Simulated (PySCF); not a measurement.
**Polarisability and C₆ of Si (silicon, neutral)**

[Ne] 3s1 3p3, high-spin 5S determinant (an excited configuration). All numbers are calculated (PySCF 2.14, the non-relativistic Hamiltonian (point nucleus), in aug-cc-pV(T+d)Z (6s5p4d2f, 55 functions)). Coupled (time-dependent) response in atomic units; α is the mean over directions.

| method | mean α (bohr³) | C₆ (like pair) | S(−4) |
| --- | --- | --- | --- |
| UHF | 34.46 | 272.0 | 410.4 |
| PBE | 38.44 | 310.8 | 568.8 |
| PBE0 | 36.69 | 293.1 | 497.5 |
| PW91 | 38.46 | 310.7 | 570.7 |

S(−4) is the Cauchy moment in α(ω) = α(0) + S(−4) ω² + …

α(iu) at PBE0:

```json
{"u (hartree)": "0", "α(iu) (bohr³)": "36.69"}
{"u (hartree)": "0.0500", "α(iu) (bohr³)": "35.49"}
{"u (hartree)": "0.100", "α(iu) (bohr³)": "32.40"}
{"u (hartree)": "0.200", "α(iu) (bohr³)": "24.39"}
{"u (hartree)": "0.300", "α(iu) (bohr³)": "17.62"}
{"u (hartree)": "0.500", "α(iu) (bohr³)": "9.661"}
{"u (hartree)": "0.750", "α(iu) (bohr³)": "5.294"}
{"u (hartree)": "1.00", "α(iu) (bohr³)": "3.311"}
{"u (hartree)": "1.50", "α(iu) (bohr³)": "1.668"}
{"u (hartree)": "2.00", "α(iu) (bohr³)": "1.030"}
{"u (hartree)": "3.00", "α(iu) (bohr³)": "0.5359"}
{"u (hartree)": "5.00", "α(iu) (bohr³)": "0.2453"}
```

A single London oscillator, α(iu) = α/(1 + u²/ω²), gives C₆ = (3/4) ω α². Matching the computed C₆ needs ω = 4 × 293.1 / (3 × 36.69²) = 0.290 hartree.
